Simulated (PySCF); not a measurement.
A GIAO shielding run with PySCF (density fitting, non-relativistic, gas phase) on `C(#C)[Si@@H](N)[Si@](C)(O)[SiH2]C`, C4H13NOSi3:

```
$ OMP_NUM_THREADS=1 python probes_run.py task.json out

{"job": {"kind": "nmr", "xc": "PBE0", "basis": "pcSseg-1"}, "charge": 0, "multiplicity": 1}
C     -2.589036     0.942533     2.640350
C     -2.203882     0.314296     1.689188
Si    -1.601685    -0.588934     0.173690
N     -2.815035    -0.745726    -1.056062
Si     0.247688     0.446826    -0.795719
C      0.598455     2.107365     0.075035
O     -0.144326     0.965719    -2.310123
Si     2.194140    -0.823352    -0.905114
C      2.509941    -1.624622     0.788226
H     -2.925375     1.479703     3.481401
H     -1.412965    -1.980701     0.617623
H     -3.065810     0.074878    -1.584559
H     -3.649024    -1.274123    -0.852613
H     -0.275381     2.752535     0.083474
H      0.896219     1.946504     1.107202
H      1.398490     2.648532    -0.421359
H     -0.438003     0.364727    -2.987379
H      2.115789    -1.919269    -1.893354
H      3.423412    -0.097841    -1.274638
H      3.391030    -2.258071     0.769566
H      2.664946    -0.872452     1.556558
H      1.670001    -2.239926     1.097758
```

Hardware: 1 thread of an Arm Neoverse N1, shared host. The job also computes population analyses, field gradients.

(1) How large is the calculation?

(2) How long does it take, and how much memory does it need?

Results:

(1) 94 electrons, 239 basis functions and 1306 auxiliary functions.

(2) 120 s of wall time, with 15 SCF cycles and 5 response iterations; peak memory 1.1 GiB. Times on a shared host scatter by some tens of per cent.
